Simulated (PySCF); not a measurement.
A TDDFT job was run through a driver script with this input:

```
{"job": {"kind": "uv", "xc": "PBE0", "basis": "def2-SVPD", "nstates": 8, "ntriplets": 3}, "charge": 0, "multiplicity": 1}
O      2.056718     0.548578    -1.561350
C      1.780563     0.063716    -0.523343
Br     3.020530    -1.283420     0.253592
C      0.598228     0.235963     0.346862
C     -0.542401     1.095124    -0.225692
C     -1.520903    -0.067579     0.000789
C     -0.349600    -0.987687     0.378060
H      0.928197     0.529576     1.344607
H     -0.389185     1.342646    -1.274030
H     -0.753725     2.006614     0.327639
H     -2.207544     0.105060     0.825721
H     -2.088787    -0.374974    -0.873361
H     -0.112320    -1.728199    -0.383143
H     -0.420447    -1.485893     1.341482
```

Output:

```
coarse grid: 55720 points
cycle   1  E = -2842.8854523306  dE = -7.721e-02  |g| = 7.670e-01  |ddm| = 5.699e+00
cycle   2  E = -2842.3888180912  dE =  4.966e-01  |g| = 1.781e+00  |ddm| = 3.064e+00
cycle   3  E = -2843.0019114847  dE = -6.131e-01  |g| = 1.617e-01  |ddm| = 2.195e+00
cycle   4  E = -2843.0075082620  dE = -5.597e-03  |g| = 8.997e-02  |ddm| = 4.008e-01
cycle   5  E = -2843.0093728576  dE = -1.865e-03  |g| = 1.546e-02  |ddm| = 1.851e-01
cycle   6  E = -2843.0094214911  dE = -4.863e-05  |g| = 6.741e-03  |ddm| = 5.400e-02
cycle   7  E = -2843.0094344389  dE = -1.295e-05  |g| = 1.268e-03  |ddm| = 1.474e-02
cycle   8  E = -2843.0094348243  dE = -3.853e-07  |g| = 4.830e-04  |ddm| = 3.799e-03
final grid: 117928 points
cycle   9  E = -2843.0093970253  dE = -1.314e-07  |g| = 5.751e-04  |ddm| = 1.466e-02
cycle  10  E = -2843.0093969353  dE =  9.002e-08  |g| = 8.917e-04  |ddm| = 2.761e-03
cycle  11  E = -2843.0093970782  dE = -1.429e-07  |g| = 2.010e-04  |ddm| = 1.357e-03
cycle  12  E = -2843.0093970854  dE = -7.218e-09  |g| = 2.167e-05  |ddm| = 2.333e-04
cycle  13  E = -2843.0093970855  dE = -1.246e-10  |g| = 7.983e-06  |ddm| = 5.601e-05
converged SCF energy = -2843.0093970855

Static polarisability (au): isotropic 82.805, principal 65.033 79.033 104.349

Singlet excitations
state   eV       nm        f      main configurations
  1   4.9655    249.7   0.00075   H->L 0.65, H-2->L 0.18, H-1->L 0.14
  2   5.5648    222.8   0.00053   H-1->L 0.44, H->L 0.33, H-2->L 0.22
  3   5.8582    211.6   0.00566   H-2->L 0.50, H-1->L 0.33, H->L+1 0.09
  4   6.3751    194.5   0.00632   H->L+1 0.74, H-1->L+1 0.12, H-2->L+1 0.09
  5   6.4992    190.8   0.00236   H-1->L+1 0.56, H-2->L+1 0.42
  6   6.8693    180.5   0.00454   H-3->L 0.75, H-4->L 0.20
  7   7.0416    176.1   0.12734   H-4->L 0.62, H-3->L 0.19
  8   7.3372    169.0   0.24405   H-5->L 0.33, H-2->L+1 0.21, H-4->L 0.15

Triplet excitations (Tamm-Dancoff, eV): 4.4849 5.2990 5.4472
```

Computed, not measured: TDDFT PBE0/def2-SVPD, vertical, gas phase, core orbitals frozen in the response (PySCF 2.14.0, density-fitted response routines). Geometry: GFN2-xTB, one conformer, isolated molecule. Relativistic effects, spin–orbit coupling among them, are left out although an element past zinc is present.

Task: What is the total energy of state 4 at this geometry?

Result: -2843.00940 + 0.23428 = -2842.77512 hartree.

Task: What share of the summed oscillator strength falls to the strongest level in this window?

Result: State 8 at 169 nm: 0.2440 of 0.3916, or 62%.

Task: Give the energy of state 4 in hartree, cm⁻¹ and kJ/mol.

Result: 0.23428 hartree, 51419 cm⁻¹, 615.1 kJ/mol.

Task: Which orbital energies lie behind H and L?

Result: HOMO -8.13 eV and LUMO -1.22 eV, a gap of 6.91 eV; state 1 differs from that by -1.94 eV.

Task: How much of the mean polarisability do the listed states account for?

Result: The sum over states Σ f/ΔE² (ΔE in hartree) gives 5.64 au, 7% of the total; the rest comes from higher roots of the same response equations.

Task: Which species is it?

Result: `O=C(Br)C1CCC1` (C5H7BrO), point group C1.

The SCF starts on a coarse grid; the energy jumps when the final grid takes over, and dE counts afresh there. H and L stand for HOMO and LUMO.
